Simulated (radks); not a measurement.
Values are calculated unless marked as measured or tabulated.
Ionisation of neutral mercury, [Hg], to Hg+, [Xe] 4f14 5d10 6s1, under several functionals. Dirac Kohn-Sham, spin-unpolarised, spherical densities, point nucleus; a radial shooting solver on a logarithmic mesh with Libxc functionals.

[
 {"functional": "LDA (Slater exchange, Perdew-Zunger correlation)", "E(Hg) (hartree)": "-19651.3689", "Exc (hartree)": "-362.8411", "IE (eV)": "11.059", "-e(HOMO) (eV)": "7.145", "<r> HOMO (bohr)": "2.679", "IE error (eV)": "+0.621"},
 {"functional": "PBE", "E(Hg) (hartree)": "-19662.1543", "Exc (hartree)": "-373.7254", "IE (eV)": "10.701", "-e(HOMO) (eV)": "6.829", "<r> HOMO (bohr)": "2.697", "IE error (eV)": "+0.264"},
 {"functional": "PBEsol", "E(Hg) (hartree)": "-19656.7616", "Exc (hartree)": "-368.2808", "IE (eV)": "10.754", "-e(HOMO) (eV)": "6.879", "<r> HOMO (bohr)": "2.682", "IE error (eV)": "+0.316"},
 {"functional": "OLYP", "E(Hg) (hartree)": "-19669.0192", "Exc (hartree)": "-380.8338", "IE (eV)": "10.385", "-e(HOMO) (eV)": "6.526", "<r> HOMO (bohr)": "2.712", "IE error (eV)": "-0.053"}
]

NIST Atomic Spectra Database: 10.438 eV (measured). Closest: OLYP. The Delta-SCF values span 0.67 eV, the total energies 17.65 hartree. The highest occupied level is 6s1/2. Spin polarisation and multiplet splitting are left out, so open shells lie too high by an amount that depends on their filling.

Beside tabulated values, note that spin-unpolarised runs miss the spin-polarisation part of the exchange energy of open shells.
